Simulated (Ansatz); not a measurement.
Reaction (ligand exchange at the Hf–Se bond): `C[N](C)[Hf]([F])([Cl])[SeH]` + H₂S → `C[N](C)[Hf]([F])([SH])[Cl]` + H₂Se

Program: Ansatz. Geometries: PBE0-D4/def2-TZVP. ΔE: electronic, gas phase. CCSD(T)/CBS adds triple-zeta CCSD(T) − MP2 to the extrapolated MP2 energy (def2 sets, frozen cores). This one scheme is used for every species. DFT in def2-TZVPP. B3LYP here is the variant with VWN-RPA as its local correlation; programs differ in this. HSE06 is defined as in plane-wave codes. Elements past krypton have def2 core potentials. For Hf, Se outer-core shells are correlated without core-valence functions, which leaves a few kJ/mol of doubt a bond. Scalar relativity is left out up to krypton. One conformer a species, not always the lowest.

`C[N](C)[Hf]([F])([Cl])[SeH]`:

Z-matrix (Å, degrees):
```
Hf
F 1 1.901
N 1 1.989 2 108.2
Cl 1 2.362 2 113.2 3 122.9
C 1 2.968 2 132.8 3 7.1
C 1 3.094 2 86.9 3 -4.2
Se 1 2.582 2 111.4 3 -110.2
H 5 1.097 1 124.7 2 -93.8
H 5 1.095 1 75.0 2 165.1
H 5 1.097 1 123.8 2 63.8
H 6 1.097 1 123.2 2 -116.6
H 6 1.092 1 80.4 2 -11.3
H 6 1.097 1 123.0 2 94.0
H 7 1.473 1 91.5 2 -68.1
```

H₂S:

Z-matrix (Å, degrees):
```
S
H 1 1.341
H 1 1.341 2 92.3
```

`C[N](C)[Hf]([F])([SH])[Cl]`:

Z-matrix (Å, degrees):
```
Hf
F 1 1.900
N 1 1.991 2 107.6
S 1 2.457 2 111.1 3 115.1
C 1 3.118 2 86.8 3 2.0
C 1 2.940 2 133.4 3 -4.4
Cl 1 2.362 2 112.6 3 -120.6
H 4 1.345 1 92.6 2 -113.8
H 5 1.092 1 81.3 2 6.5
H 5 1.098 1 123.4 2 112.3
H 5 1.098 1 122.4 2 -99.4
H 6 1.097 1 124.1 2 -71.2
H 6 1.097 1 73.8 2 -171.3
H 6 1.098 1 125.0 2 88.6
```

H₂Se:

Z-matrix (Å, degrees):
```
Se
H 1 1.467
H 1 1.467 2 91.2
```

| level | ΔE (kJ/mol) | difference from CCSD(T)/CBS |
| --- | --- | --- |
| LDA (SPW92) | 9.4 | -5.4 |
| PBE-D4 | 10.3 | -4.5 |
| revPBE-D4 | 9.9 | -4.9 |
| BLYP-D4 | 10.4 | -4.4 |
| r2SCAN-D4 | 10.3 | -4.5 |
| PBE0-D4 | 11.6 | -3.2 |
| B3LYP-D4 | 11.6 | -3.2 |
| r2SCANh-D4 | 10.9 | -3.9 |
| HSE06-D4 | 11.8 | -3.0 |
| BHLYP-D4 | 13.4 | -1.4 |
| CAM-B3LYP-D4 | 10.4 | -4.4 |
| ωB97X-V | 10.0 | -4.8 |
| ωB97M-V | 10.7 | -4.1 |
| B2PLYP | 12.9 | -1.9 |
| PBE-QIDH | 13.9 | -0.9 |
| PBE | 10.0 | -4.8 |
| revPBE | 10.0 | -4.8 |
| BLYP | 9.8 | -5.0 |
| r2SCAN | 10.3 | -4.5 |
| B3LYP | 10.8 | -4.0 |
| r2SCANh | 10.9 | -3.9 |
| r2SCAN0 | 11.6 | -3.2 |
| HSE06 | 11.3 | -3.5 |
| BHLYP | 11.9 | -2.9 |
| CAM-B3LYP | 9.8 | -5.0 |
| LC-ωPBE | 9.2 | -5.6 |
| RPA@PBE/def2-TZVPP | 14.1 | -0.7 |
| HF/def2-SVP | 10.0 | -4.8 |
| MP2/def2-SVP | 16.8 | 2.0 |
| CCSD/def2-SVP | 13.1 | -1.7 |
| CCSD(T)/def2-SVP | 13.5 | -1.3 |
| HF/def2-TZVPP | 13.1 | -1.7 |
| MP2/def2-TZVPP | 16.8 | 2.0 |
| SCS-MP2/def2-TZVPP | 15.6 | 0.8 |
| CCSD/def2-TZVPP | 14.2 | -0.6 |
| CCSD(T)/def2-TZVPP | 14.2 | -0.6 |
| MP2/def2-QZVPP | 17.2 | 2.4 |
| SCS-MP2/def2-QZVPP | 15.5 | 0.7 |
| MP2/CBS(def2) | 17.5 | 2.7 |
| CCSD/CBS(def2) | 14.8 | 0.0 |
| CCSD(T)/CBS | 14.8 | 0 |

Largest T1 diagnostic among the species: 0.015.

Leaving LDA and LC-ωPBE aside and taking each functional with its dispersion term where it has one, the values, not all of them listed here, spread over 8.7 kJ/mol, from B97M-V to PBE-QIDH.
